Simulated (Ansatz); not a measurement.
Species: CH$_{4}$S$_{4}$, SMILES `SCSSS` (charge 0, multiplicity 1).

Give a relaxed geometry from PBE0-D3(BJ)/def2-TZVP (Ansatz, a quantum-chemistry and plane-wave program).

Several could match; the one computed here: the end point of this relaxation, one of several conformers (outside a Z-matrix the atoms follow the SMILES, hydrogens last).
Z-matrix (Å, degrees):
```
C
H 1 1.0903
H 1 1.0924 2 108.17
S 1 1.7972 2 111.13 3 -116.70
H 4 1.3438 1 95.46 2 -61.41
S 1 1.8112 2 108.52 3 113.28
S 6 2.0278 1 102.53 2 63.59
S 7 2.0565 6 107.67 1 -78.00
H 8 1.3464 7 98.06 6 -84.85
```
